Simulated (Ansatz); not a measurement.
Consider the substitution at a C–N bond: `CN([SiH2]O)[SiH2]Cl` + `NC[SiH2]Cl` → `CNC[SiH2]Cl` + `O[SiH2]N[SiH2]Cl`.

Computed with Ansatz on PBE0-D4/def2-TZVP structures; ΔE is electronic, products minus reactants. CCSD(T)/CBS is the MP2 limit (def2-TZVPP, def2-QZVPP) plus CCSD(T) − MP2 in def2-TZVPP, frozen cores. Each species was taken in one conformer, which may not be the lowest.

| species | SCS-MP2/def2-TZVPP energy (Eh) |
| --- | --- |
| `CN([SiH2]O)[SiH2]Cl` | -1210.52927 |
| `NC[SiH2]Cl` | -845.06000 |
| `CNC[SiH2]Cl` | -884.27076 |
| `O[SiH2]N[SiH2]Cl` | -1171.32368 |

Q: Work out ΔE.

A: ΔE = (-884.27076) + (-1171.32368) − (-1210.52927) − (-845.06000) = -0.00517 Eh = -13.6 kJ/mol. CCSD(T)/CBS gives -13.2 kJ/mol.

Largest T1 diagnostic among the species: 0.011.

The D4 term adds +6.2 kJ/mol with B3LYP and +3.2 kJ/mol with PBE0; it sums over pairs of atoms, weighted by their polarisabilities, and B3LYP, whose exchange is more repulsive, gets the larger term. In def2-TZVPP, CCSD(T) changes the Hartree–Fock value by +6.1 kJ/mol (the triples alone add +1.1 kJ/mol) and MP2 by +6.8 kJ/mol.

B3LYP here is the variant with VWN-RPA as its local correlation; programs differ in this.
